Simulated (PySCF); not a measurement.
Adding and removing an electron: IF

PBE0; I def2-SVP with ECP28, F def2-SVP; scalar-relativistic core potentials (PySCF 2.14). Neutral (UKS): singlet (closed shell), Re = 1.941 Å, ωe = 632 cm⁻¹, De = 2.59 eV, HOMO -7.99 eV, LUMO -3.47 eV.

IF⁺ (UKS): doublet (π ↑), Re = 1.877 Å, ωe = 715 cm⁻¹, De = 2.42 eV to I⁺ + F. The energies at the minima are -397.32853 hartree for IF and -396.93468 for IF⁺.

Question: Work out the adiabatic ionisation energy, without and with harmonic zero-point energies (1 hartree = 27.2114 eV, 1 eV = 8065.5 cm⁻¹), and the change of the bond length.

Answer: At PBE0: 0.39385 hartree = 10.717 eV between the minima; the zero-point term (715.0 − 632.0)/2 cm⁻¹ = +0.005 eV makes it 10.722 eV. Re changes by -6.4 pm against the neutral. Minus the HOMO energy is 7.99 eV, -2.73 eV from the value between the minima; self-interaction puts the Kohn–Sham level too high, less so with exact exchange. The electron leaves a π orbital, and the shorter bond of the ion fits an antibonding orbital, or a change in how ionic the bond is.

These are scalar-relativistic numbers at best; spin–orbit coupling would shift them, the dissociation energy most. For an ion De counts to the pair picked by the measured ionisation energies or electron affinities, which need not be the lowest pair at this level. States were picked by a PBE0 search and need not be the measured ground states.
